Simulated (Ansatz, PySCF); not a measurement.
H₃IO₃Si, singlet, at a GFN2-xTB geometry (all electrons, no relativity), with bond 8-4 at 1.8 times its length. Base run: CASSCF(4,5)/STO-3G in PySCF.

The PySCF input:
```python
from pyscf import gto, scf, mcscf
import numpy

mol = gto.M(
    atom='''
O    -0.798556   -1.629242   -1.458867
Si   -1.077721   -0.556351   -0.294339
O    -1.649844   -1.290041    1.016969
O    -2.110722    0.565731   -0.803255
I     1.054884    0.544562    0.288102
H    -0.337041   -2.440379   -1.269570
H    -2.013669   -0.782617    1.735943
H    -1.906122    1.308809   -2.334239
''',
    basis='sto-3g',
    charge=0,
    spin=0,
    verbose=4,
)

mf = scf.RHF(mol)
mf.kernel()
mc = mcscf.CASSCF(mf, 5, 4)
mc.fix_spin_(ss=0.0)
mc.kernel()
occ = numpy.linalg.eigvalsh(mc.fcisolver.make_rdm1(mc.ci, mc.ncas, mc.nelecas))[::-1]
ss = mc.fcisolver.spin_square(mc.ci, mc.ncas, mc.nelecas)[0]
print('natural occupations', occ.round(4), ' <S^2>', round(ss, 4))
```

Programs used: Ansatz (a first-principles code), PySCF; a row that names a program was run with it.

Variants of this job, named by their change:

```
change                                                ΔE vs base (mEh)                      natural occupations  <S^2> of the state
----------------------------------------------------  ----------------  ---------------------------------------  ------------------
base                                                             0.000                 1.98 1.68 0.32 0.02 0.00                0.00
orbitals = fixed (CASCI)                                         127.4                 2.00 2.00 0.00 0.00 0.00                0.00
code = ansatz                                                    0.015                                        -                   -
orbitals = fixed (CASCI); correction = SC-NEVPT2               -46.679                 2.00 2.00 0.00 0.00 0.00                0.00
conv_tol = 1e-5                                                  127.4                 2.00 2.00 0.00 0.00 0.00                0.00
code = ansatz; correction = SC-NEVPT2, all electrons            -105.5                                        -                   -
correction = SC-NEVPT2                                          -105.6                 1.98 1.68 0.32 0.02 0.00                0.00
state_average = 2 states                                        16.640                                        -                   -
active space = 4 electrons, 6 orbitals                          -0.064            1.98 1.68 0.32 0.02 0.00 0.00                0.00
start = MP2 natural orbitals                                     0.000                 1.98 1.68 0.32 0.02 0.00                0.00
active space = 8 electrons, 8 orbitals                         -15.541  1.99 1.99 1.97 1.69 0.31 0.03 0.02 0.00                0.00
```

Active orbitals are taken around the Fermi level unless the row says otherwise; CASSCF can end in different local minima, and two programs can end on different orbitals. State-averaged rows give the lowest state.
